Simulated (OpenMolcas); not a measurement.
# Computed transition rates of Te

```
Program             : OpenMolcas 26.06
Method              : SS-CASPT2, IPEA 0.25 Eh, imaginary shift 0.1 Eh (closed shells correlated: 4d 5s)
Basis               : ANO-RCC-VQZP [8s7p5d3f2g]
Scalar Hamiltonian  : DKH2, point nucleus
Active space        : 4 electrons in 3 orbitals (5p)
State averaging     : 2S+1 = 3 even, 3 roots; 2S+1 = 1 even, 6 roots
Spin-orbit coupling : RASSI with atomic mean-field integrals over the reference wave functions, term energies averaged over their components
```

Rates come from the transition moments of the reference wave functions (E1 and E2 in the length form). At fixed line strength A goes as λ^-3 for E1 and M1 and as λ^-5 for E2, so a rate at the computed wavelength can be rescaled to the measured one. Measured vacuum wavelengths follow from level energies in NIST Handbook of Basic Atomic Spectroscopic Data. Branching counts decays inside the model space alone, at computed energies, and the table is only a selection of the E2 and M1 lines, drawn from those between levels with measured partners whose computed energy lies within a factor of 1.5 of the measured one.

| Upper | Lower | Type | λ computed (nm) | λ measured (nm) | A computed (s-1) | A rescaled (s-1) | Branching % |
| --- | --- | --- | --- | --- | --- | --- | --- |
| 5s² 5p⁴ ¹S₀ | 5s² 5p⁴ ³P₁ | M1 | 534.8 | 542.1 | 3.03e+01 |  | 86.4 |
| 5s² 5p⁴ ¹S₀ | 5s² 5p⁴ ¹D₂ | E2 | 790 | 791.1 | 3.80e+00 | 3.77e+00 | 10.8 |
| 5s² 5p⁴ ¹D₂ | 5s² 5p⁴ ³P₂ | M1 | 963.3 | 947.2 | 2.81e+00 |  | 91.2 |
| 5s² 5p⁴ ³P₁ | 5s² 5p⁴ ³P₂ | M1 | 2305 | 2105 | 1.72e+00 | 2.26e+00 | 99.8 |
| 5s² 5p⁴ ¹S₀ | 5s² 5p⁴ ³P₂ | E2 | 434 | 431.1 | 9.58e-01 |  | 2.7 |
| 5s² 5p⁴ ¹D₂ | 5s² 5p⁴ ³P₁ | M1 | 1655 | 1722 | 1.98e-01 |  | 6.4 |
| 5s² 5p⁴ ¹D₂ | 5s² 5p⁴ ³P₂ | E2 | 963.3 | 947.2 | 7.32e-02 |  | 2.4 |
| 5s² 5p⁴ ³P₀ | 5s² 5p⁴ ³P₂ | E2 | 2180 | 2125 | 7.14e-03 | 8.11e-03 | 90.5 |

Spin-changing lines and M1 lines between different terms are not rescaled, since their strength hangs on the term gaps too.

The largest correction is for 5s² 5p⁴ ³P₁ → 5s² 5p⁴ ³P₂ (M1): 1.72e+00 × (2305 / 2105)^3 = 2.26e+00 s-1, a factor of 1.31.

The computed rate and branching of 5s² 5p⁴ ³P₁ → 5s² 5p⁴ ³P₂ give the upper level a radiative lifetime of 0.998 / 1.72e+00 s-1 = 5.80e-01 s, counting decays inside the model space alone. The rescaled rate gives about 4.4e-01 s.

The computed order of these levels differs from the measured one in 1 place, and where term gaps are wrong the rates of spin-changing lines can be off by large factors.

No measured rate stands beside these. Rescaling mends the energy factor alone: line strengths can still be far off where a level mixes with configurations outside the active space, and weak or spin-changing lines hang on small mixing coefficients that depend on the term gaps too, so rescaling need not improve them.

CASPT2 breaks the degeneracy within a term, and the mean is taken; among the terms shown or strongly mixed into the levels shown the widest spread is 190 cm-1 (5s² 5p⁴ ¹D). With the s shell closed, the reference lacks s² → p² mixing. Measured partners are found by configuration, term and J. A level has none where our copy of the source lacks it or the pairing is in doubt (some pairs that miss far off the trend of their configuration count as doubtful). Only configurations of the active space appear.
